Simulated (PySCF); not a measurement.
Stepwise substitution at one centre (Si C2H5-I). Isolated molecules, 0 K electronic values unless said otherwise. One relaxed conformer stands for each flexible species; it need not be the lowest. Strings in code marks are SMILES. In the def2 sets, heavy atoms carry core potentials. All members: neutral, multiplicity 1. Level: B3LYP-D3(BJ)/def2-TZVP // B3LYP-D3(BJ)/def2-SVP (PySCF), beside PBE-D3(BJ)/def2-TZVP // B3LYP-D3(BJ)/def2-SVP (PySCF) at the same geometries. B3LYP has the VWN-RPA correlation part, as in Gaussian.  Orbital energies are measured against the vacuum level.

```tsv
species	HOMO, PBE (eV)	HOMO, B3LYP-D3(BJ) (eV)
`I[Si](I)(I)I`	-6.59	-7.46
`CC[Si](CC)(CC)CC`	-6.39	withheld
`CC[Si](I)(I)I` (C–C–Si–I torsion 180°)	-6.37	-7.23
`CC[Si](I)(I)CC` (C–C–Si–I torsion -59°, I–Si–C–C torsion 59°)	-6.24	-7.10
`CC[Si](I)(CC)CC`	-6.04	-6.93
```

Fit y = a + b·x, y being the HOMO at the first level, to the 4 complete rows by least squares, with x = the PBE value in eV. Give a, b and the rms residual, and predict the withheld value.

Means of the 4 rows: x̄ = -6.31, ȳ = -7.18 eV. Σ(x − x̄)² = 0.1598 and Σ(x − x̄)(y − ȳ) = 0.1545, so b = 0.967 and a = ȳ − b·x̄ = -1.078 eV. The rms residual is 0.010 eV. At x = -6.39 the line gives -7.26 eV. The run for `CC[Si](CC)(CC)CC` gave -7.47 eV, so the line is off by 0.21 eV, more than twice the rms residual.

Codes: PySCF.
